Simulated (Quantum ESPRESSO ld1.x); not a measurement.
Q: Neutral thallium, 81 electrons, occupied as [Hg] 6p1 (the NIST ground configuration). All-electron calculation, scalar-relativistic Kohn-Sham, exchange-only LDA, spin-polarised, spherical densities, point nucleus; open shells are filled with parallel spins first. Program: ld1.x of Quantum ESPRESSO 7.5. Some entries of the table are withheld. Estimate them.

| orbital | occ. | eigenvalue (eV) | <r> (bohr) |
|---|---|---|---|
| 1s up | 1 | -85568.1 | 0.01632 |
| 1s down | 1 | -85568.1 | 0.01632 |
| 2s down | 1 | -15234.7 | 0.06878 |
| 2s up | 1 | -15234.7 | 0.06878 |
| 2p up | 3 | -13105.9 | 0.06237 |
| 2p down | 3 | -13105.9 | 0.06237 |
| 3s up | 1 | -3634.69 | 0.1777 |
| 3s down | 1 | -3634.69 | 0.1777 |
| 3p up | 3 | -3022.20 | 0.1794 |
| 3p down | 3 | -3022.20 | 0.1794 |
| 3d up | 5 | -2387.14 | 0.1625 |
| 3d down | 5 | -2387.14 | 0.1625 |
| 4s up | 1 | -809.219 | 0.3919 |
| 4s down | 1 | -809.217 | 0.3919 |
| 4p up | 3 | -608.446 | 0.4179 |
| 4p down | 3 | -608.443 | 0.4179 |
| 4d up | 5 | -373.243 | 0.4401 |
| 4d down | 5 | -373.240 | 0.4401 |
| 5s up | 1 | -129.871 | 0.8762 |
| 5s down | 1 | -129.870 | 0.8762 |
| 4f up | 7 | -112.786 | 0.4679 |
| 4f down | 7 | -112.783 | 0.4679 |
| 5p up | 3 | (1) | (2) |
| 5p down | 3 | (3) | (4) |
| 5d up | 5 | -14.3644 | 1.402 |
| 5d down | 5 | -14.2652 | 1.392 |
| 6s up | 1 | -9.0260 | 2.514 |
| 6s down | 1 | -8.4232 | 2.463 |
| 6p up | 1 | (5) | 3.966 |
| 6p down | 0 | (6) | 3.934 |

A: 
(1) 5p up eigenvalue (eV): -74.8644
(2) 5p up <r> (bohr): 1.007
(3) 5p down eigenvalue (eV): -74.8611
(4) 5p down <r> (bohr): 1.007
(5) 6p up eigenvalue (eV): -2.1320
(6) 6p down eigenvalue (eV): -1.1497
